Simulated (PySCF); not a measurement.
A GIAO shielding run with PySCF 2.14.0 with density-fitted response routines (density fitting, non-relativistic, gas phase) on `InChI=1S/C5H15NOSi/c1-4-6-8-7-5(2)3/h5-6H,4,8H2,1-3H3`:

```
$ OMP_NUM_THREADS=1 python probes_run.py task.json out

{"job": {"kind": "nmr", "xc": "PBE0", "basis": "pcSseg-1"}, "charge": 0, "multiplicity": 1}
C     -4.166663     0.104330     0.465993
C     -2.707820    -0.215874     0.743222
N     -1.802597     0.632226    -0.002983
Si    -0.380233     0.121792    -0.810151
O      0.947652     0.047045     0.198936
C      2.296387     0.170858    -0.198874
C      3.082405     0.723432     0.974689
C      2.834148    -1.168314    -0.678079
H     -4.391405    -0.008975    -0.605388
H     -4.403481     1.142900     0.749987
H     -4.836413    -0.556835     1.037502
H     -2.501642    -1.262243     0.461362
H     -2.516705    -0.157118     1.832671
H     -1.902902     1.619710     0.209554
H     -0.046210     1.107473    -1.886450
H     -0.677857    -1.232351    -1.365526
H      2.365544     0.894486    -1.038362
H      2.670640     1.693643     1.288186
H      3.014253     0.033213     1.829950
H      4.143203     0.857930     0.715002
H      3.886912    -1.085516    -0.988590
H      2.254859    -1.543306    -1.535924
H      2.764312    -1.913689     0.129569
```

Hardware: 1 thread of an Arm Neoverse V2, shared host. The job also computes population analyses, field gradients.

Task: How large is the calculation?

Result: 74 electrons, 218 basis functions and 1147 auxiliary functions.

Task: How long does it take, and how much memory does it need?

Result: 36 s of wall time, with 13 SCF cycles and 4 response iterations; peak memory 0.92 GiB. Times on a shared host scatter by some tens of per cent.

Task: And these other runs on the same molecule and hardware: GIAO shielding at mPW1PW91/pcSseg-1?

Result: mPW1PW91/pcSseg-1: 218 functions, 33 s.
